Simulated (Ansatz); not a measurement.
Consider the redistribution: `BC(B)(C)F` + `C#CCBCC` → `BCBCC#C` + `BC(C)(C)F`.

Gas-phase electronic energies from Ansatz, PBE0-D4/def2-TZVP geometries. CCSD(T)/CBS is the MP2 limit (def2-TZVPP, def2-QZVPP) plus CCSD(T) − MP2 in def2-TZVPP, frozen cores. Functionals use def2-TZVPP. Each species was taken in one conformer, which may not be the lowest.

```json
{"level": "r2SCAN-D4", "ΔE (kJ/mol)": "-49.9"}
{"level": "PBE0-D4", "ΔE (kJ/mol)": "-45.3"}
{"level": "ωB97X-V", "ΔE (kJ/mol)": "-33.9"}
{"level": "ωB97M-V", "ΔE (kJ/mol)": "-35.3"}
```

Task: What does CCSD(T)/CBS give? (Estimate.)

Result: Computed: -37.1 kJ/mol. The listed levels differ from it by -12.8, -8.2, 3.2, 1.8 kJ/mol.

Largest T1 diagnostic among the species: 0.016.

From PBE to PBE0 (25 % exact exchange), in def2-TZVPP and without D4, ΔE moves by +4.7 kJ/mol. In def2-TZVPP, CCSD(T) changes the Hartree–Fock value by −38.4 kJ/mol (the triples alone add −8.8 kJ/mol) and MP2 by −40.5 kJ/mol.
